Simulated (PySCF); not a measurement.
From one molecule to another.

First species: C8H11NSi.
SMILES: `c1cc(C2C[SiH2]C2)ccn1`

Second species: 2-isopropenylnaphthalene, C13H12.
SMILES: `C=C(C)C1=CC2=CC=CC=C2C=C1`

Levels: PBE0/def2-SVPD for dipole moment, HOMO energy, LUMO energy, HOMO–LUMO gap, static isotropic polarisability and electronic spatial extent ⟨r²⟩ about the centre of nuclear charge; TDDFT PBE0/def2-SVPD for lowest singlet excitation; TDA PBE0/def2-SVPD for lowest triplet excitation (Tamm–Dancoff); PBE0-D3(BJ)/def2-SVP for rotational constant A and rotational constant C. Geometries: PBE0-D3(BJ)/def2-SVP. Each species is one conformer at its optimised geometry, gas phase, non-relativistic unless stated. Electronic properties by PySCF.

Dipoles, sizes and rotational constants follow the conformer. The torsions of the flexible species, by atom-mapped SMILES:
- `[cH:1]1[cH:2][c:3]([CH:4]2[CH2:5][SiH2:6][CH2:7]2)[cH:8][cH:9][n:10]1`: C2–C3–C4–C5 -57°
- `[CH2:1]=[C:2]([CH3:3])[c:4]1[cH:5][cH:6][c:7]2[cH:8][cH:9][cH:10][cH:11][c:12]2[cH:13]1`: C1–C2–C4–C5 146°

Values for the first species:

| Property | Result |
| --- | --- |
| Dipole moment | 2.64 D |
| HOMO energy | -7.32 eV |
| LUMO energy | -0.87 eV |
| HOMO–LUMO gap | 6.45 eV |
| Lowest singlet excitation | 4.85 eV |
| Lowest triplet excitation (Tamm–Dancoff) | 4.18 eV |
| Static isotropic polarisability | 122.6 au |
| Electronic spatial extent ⟨r²⟩ about the centre of nuclear charge | 1922 bohr² |
| Rotational constant A | 3.090 GHz |
| Rotational constant C | 0.604 GHz |

Problem. Estimate the same properties for the second species, and the change in each.

Solution. 
```csv
property,first,second,second less first
dipole moment,2.64 D,0.36 D,-2.28 D
HOMO energy,-7.32 eV,-6.19 eV,+1.13 eV
LUMO energy,-0.87 eV,-1.39 eV,-0.52 eV
HOMO–LUMO gap,6.45 eV,4.80 eV,-1.65 eV
lowest singlet excitation,4.85 eV,4.17 eV,-0.68 eV
lowest triplet excitation (Tamm–Dancoff),4.18 eV,2.81 eV,-1.37 eV
static isotropic polarisability,122.6 au,161.6 au,+39.0 au
electronic spatial extent ⟨r²⟩ about the centre of nuclear charge,1922 bohr²,2744 bohr²,+822 bohr²
rotational constant A,3.090 GHz,2.142 GHz,-0.948 GHz
rotational constant C,0.604 GHz,0.404 GHz,-0.200 GHz
```

On the first: The principal polarisabilities are 89.0, 120.4 and 158.3 au; their mean is the isotropic value. The vertical singlet–triplet gap S1 − T1 is 0.67 eV (TDDFT singlet less Tamm–Dancoff triplet; S1: HOMO→LUMO, weight 0.96; T1: HOMO−1→LUMO+1, weight 0.50, beside HOMO−2→LUMO, weight 0.32).

On the second: A dipole of 0.36 D is allowed in C1, and pure rotational transitions are dipole-allowed. The dipole equals about 1.2 × 10⁻³⁰ C·m (1 D = 3.33564 × 10⁻³⁰ C·m).
